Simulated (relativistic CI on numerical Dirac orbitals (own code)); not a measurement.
**Sensitivity of the levels of Sr17+ to α and to the nuclear radius**

Computed by Dirac-Coulomb-Breit CI, KLI orbitals optimised for each configuration, derivatives by finite differences, unscaled Slater integrals, QED left out (own radial code, finite nucleus).

Configuration list (outside the closed core [Ne]): 3s2 3p6 3d3, 3s2 3p5 3d4, 3s 3p6 3d4, 3p6 3d5, 3s2 3p6 3d2 4s, 3s2 3p6 3d2 4p, 3s2 3p6 3d2 4d, 3s2 3p6 3d2 4f. Levels of other configurations are missing.

With x = (α/α₀)² − 1 an excitation energy changes as ω = ω₀ + qx; K = 2q/ω₀ is the relative enhancement. Terms are leading LS components, so labels can repeat. The field-shift factor is F = δν/δ⟨r²⟩ for the transition from the lowest level.

Lowest level 3s2 3p6 3d3 4F_3/2.

| Level | ω₀ (cm⁻¹) | q (cm⁻¹) | F (GHz/fm²) |
| --- | --- | --- | --- |
| 3s2 3p6 3d3 4F_5/2 | 8313 | 10260 | 0.0524 |
| 3s2 3p6 3d3 4F_7/2 | 17334 | 19010 | 0.0988 |
| 3s2 3p6 3d3 4F_9/2 | 26095 | 25060 | 0.133 |
| 3s2 3p6 3d3 4P_3/2 | 51273 | 3176 | 0.0133 |
| 3s2 3p6 3d3 4P_1/2 | 53561 | 9124 | 0.0332 |
| 3s2 3p6 3d3 2G_7/2 | 61488 | 16300 | 0.117 |
| 3s2 3p6 3d3 2G_9/2 | 64997 | 15520 | 0.136 |
| 3s2 3p6 3d3 4P_5/2 | 66086 | 22690 | 0.097 |
| 3s2 3p6 3d3 2D_3/2 | 76675 | 20030 | 0.104 |
| 3s2 3p6 3d3 2P_1/2 | 82025 | 23080 | 0.154 |
| 3s2 3p6 3d3 2H_11/2 | 87996 | 24380 | 0.222 |
| 3s2 3p6 3d3 2H_9/2 | 89993 | 34180 | 0.246 |
| 3s2 3p6 3d3 2D_5/2 | 93076 | 28730 | 0.136 |

At this charge energies of transitions that change n are usually good to better than 1 %, and those within a shell (Δn = 0) to a few per cent. Terms inside the open d or f shell come out 10 to 20 % too wide with unscaled integrals.

Q: Which transition from the lowest level has the largest |K|?

A: 3s2 3p6 3d3 4F_5/2 at 8313 cm⁻¹, K = 2.47.
